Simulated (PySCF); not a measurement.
Molecule (SMILES): F[C]F (closed-shell singlet).
Geometry (B3LYP-D3(BJ)/def2-TZVP, fixed):
```
C
F 1 1.3036
F 1 1.3036 2 104.75
```
Charge 0, spin multiplicity 1.

Basis-set convergence of the mean static polarisability at PBE with PySCF. All functions are spherical. Density fitting with generated auxiliary sets. No added dispersion term, no relativity. Reference: the value in d-aug-cc-pVTZ, 17.97 bohr³, itself unsure by roughly 0.3 % (its mean distance from aug-pcseg-3, aug-cc-pVQZ, aug-pcseg-2). Deviations are taken from unrounded values. Cost is core time over that of aug-cc-pVDZ, rough, on shared machines of one kind.

```
basis            functions  mean static polarisability (bohr³)  minus reference (%)  cost
---------------  ---------  ----------------------------------  -------------------  ----
cc-pVDZ                 42                               11.61                -35.4  0.5×
aug-cc-pVDZ             69                               17.47                 -2.8    1×
aug-pcseg-1             69                               17.89                 -0.4  0.9×
cc-pVTZ                 90                               14.14                -21.3    1×
jun-cc-pV(T+d)Z        117                               17.78                 -1.1    2×
aug-cc-pVTZ            138                               17.78                 -1.1    3×
aug-pcseg-2            138                               17.89                 -0.4    3×
cc-pVQZ                165                               15.67                -12.8    4×
aug-cc-pVQZ            240                               17.90                 -0.4    9×
aug-pcseg-3            255                               17.95                 -0.1   10×
```

The smallest set listed that lies within 5 % of the reference with all its larger relatives (same family, alike in diffuse functions; a set with none counts only in the reference's own line) is aug-cc-pVDZ (69 functions, 1× in cost, -2.8 % off), level with aug-pcseg-1.
